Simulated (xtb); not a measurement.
Si(H)(Et)(OH)2 (C2H8O2Si), SMILES O[SiH](O)CC. All values are semi-empirical tight-binding results from xtb (GFN2-xTB unless named), good for trends rather than for accurate numbers. Geometry optimised at GFN2-xTB. One conformer was computed; it need not be the lowest.

Optimised geometry:

```xyz
13

Si     0.4928     0.1793     0.3256
O      0.7550     1.2863    -0.8496
O      1.7774    -0.8076     0.2915
C     -1.0391    -0.8952     0.0111
C     -2.3336    -0.0912    -0.0617
H      0.4091     0.8758     1.6118
H      0.0755     1.9119    -1.0789
H      2.6263    -0.4568     0.0359
H     -0.9158    -1.4534    -0.9188
H     -1.1304    -1.6384     0.8025
H     -3.1914    -0.7460    -0.2077
H     -2.3054     0.6141    -0.8908
H     -2.4899     0.4712     0.8565
```

Computed properties:
```yaml
orbital_gap: 7.03 eV
dipole_moment: 1.62 D
zero_point_energy: 63.3 kcal/mol
G − E(el) at 298.15 K (modified RRHO): 43.4 kcal/mol
static polarisability (D4 model): 66.3 bohr³
solvation energy, GFN2-xTB/ALPB(water): -7.0 kcal/mol
solvation energy, GFN2-xTB/ALPB(thf): -9.7 kcal/mol
```

Computed atomic charges and the Wiberg bond orders between heavy atoms:
charges (e) Si1 0.58, O2 -0.48, O3 -0.47, C4 -0.16, C5 -0.10, H6 -0.08, H7 0.30, H8 0.31, H9 0.03, H10 0.02, H11 0.03, H12 0.02, H13 0.02. Bond orders Si1–O2 1.15, Si1–O3 1.17, Si1–C4 0.86, C4–C5 1.04.
